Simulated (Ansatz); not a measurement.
A nudged elastic band was laid between two geometries of BrH + Cl4Ge (7 atoms, charge 0, multiplicity 1).

The calculation used Ansatz, RHF/def2-SVP.

```
movable images  : 9
climbing image  : yes
spring          : 5.0 eV/Å²
optimiser       : quadratic models (default)
start path      : through a guess of the saddle point
force threshold : 0.05 eV/Å
iteration limit : 60
end points      : relaxed
```

Image 0:

```xyz
7
Properties=species:S:1:pos:R:3
Ge 0.517 0.000 -0.234
Cl 0.418 0.000 1.896
Cl 2.555 0.000 -0.827
Cl -0.445 1.737 -0.978
Cl -0.445 -1.737 -0.978
Br -3.960 0.000 1.966
H -2.655 0.000 2.495
```

Image 10:

```xyz
7
Properties=species:S:1:pos:R:3
Ge -0.706 0.002 -0.896
Cl -0.406 -0.010 4.472
Cl 0.966 0.006 0.435
Cl -0.604 1.732 -2.126
Cl -0.602 -1.734 -2.116
Br -2.629 0.006 0.314
H -0.035 -0.003 3.255
```

**Question.** What changes between the two ends?

**Answer.** Bonds broken: Ge1–Cl2, Br6–H7. Bonds formed: Ge1–Br6, Cl2–H7. BrH + Cl4Ge becomes BrCl3Ge + ClH.

**Question.** What energy profile does the band end with?

**Answer.** It converged. The highest image is number 4 of 0 to 10, 56.2 kcal/mol above the first end and 56.3 kcal/mol above the last; the last end lies 0.1 kcal/mol below the first. Neighbouring images differ by up to 1.4 eV, so the band resolves the path poorly. A vibrational analysis at the climbing image gives one clearly imaginary mode, 885i cm⁻¹: a first-order saddle point. The orbitals stay closed-shell, which can raise the energy where a bond breaks towards radicals; this wasn't checked here.

```
image  path coordinate (Å)  energy (kcal/mol)  Ge1–Cl2 (Å)  Br6–H7 (Å)  Ge1–Br6 (Å)
    0                 0.00                0.0         2.13        1.41         4.99
    1                 0.66                0.4         2.13        1.41         4.42
    2                 1.31                4.5         2.15        1.41         3.81
    3                 1.97               23.0         2.21        1.44         3.19
    4                 2.63               56.2         2.43        1.83         2.75
    5                 3.31               37.8         2.95        2.21         2.44
    6                 4.00               18.4         3.53        2.40         2.33
    7                 4.69                5.8         4.11        2.58         2.30
    8                 5.38                0.9         4.75        2.89         2.29
    9                 6.06                0.2         5.29        3.31         2.28
   10                 6.75               -0.1         5.38        3.92         2.27
```

**Question.** What is the geometry of the highest image?

**Answer.** 
```xyz
7
Properties=species:S:1:pos:R:3:forces:R:3
Ge -0.273 0.000 -0.076 0.05 0.00 0.03
Cl 0.048 -0.002 2.336 0.01 0.00 -0.02
Cl 1.880 0.001 -0.297 -0.01 0.00 0.01
Cl -0.757 1.857 -0.988 -0.01 -0.01 -0.01
Cl -0.757 -1.858 -0.986 -0.01 0.01 -0.01
Br -2.769 0.001 1.077 -0.02 0.00 0.00
H -1.389 -0.001 2.274 -0.01 0.00 0.02
```

Time of the run: 3.8 min on 4 threads of Arm Neoverse V2, with other jobs on the host, peak memory 0.48 GiB.
